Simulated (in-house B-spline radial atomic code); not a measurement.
A fraction x of an electron is removed from 2p in Ne⁴⁺, starting from [He] 2s2 2p2 and keeping the highest spin. Computed with a radial B-spline atomic code at the basis-set limit: scalar-relativistic (X2C) TPSSh, spin-polarised, spherical fractional occupations, Fermi nucleus of rms radius 3.0055 fm.

Caution: exact exchange at fractional occupations of open shells leaves self-interaction of up to several eV.

```csv
x,E(x) - E(0) (eV),2p up level (eV)
0,0.0000,-112.846
0.01,1.1299,-113.128
0.17,19.5932,-117.671
0.33,38.7870,-122.260
0.4,47.4159,-124.281
0.5,59.9890,-127.183
0.55,66.3845,-128.640
0.69,84.6808,-132.740
0.85,106.2962,-137.458
0.95,120.1902,-140.424
1,127.2486,-141.910
```

The exact functional would give a straight line between the two integer points. Deviations E(x) - E(0) - x[E(1) - E(0)], in eV: -0.143 at x = 0.01, -2.039 at x = 0.17, -3.205 at x = 0.33, -3.484 at x = 0.4, -3.635 at x = 0.5, -3.602 at x = 0.55, -3.121 at x = 0.69, -1.865 at x = 0.85, -0.696 at x = 0.95.

The curve lies below the straight line by up to 3.635 eV (at x = 0.5): convex, the delocalisation error, to which spherically averaged exact exchange adds.

Task: How well does Slater's transition state (minus the level at half occupation) give the ionisation energy?

Result: It gives 127.183 eV against 127.249 eV from the two total energies; NIST lists 126.25 eV, ground level to ground level. The end point has an open shell averaged over its orbitals, so its exact exchange keeps a self-interaction and this is no true integer point.
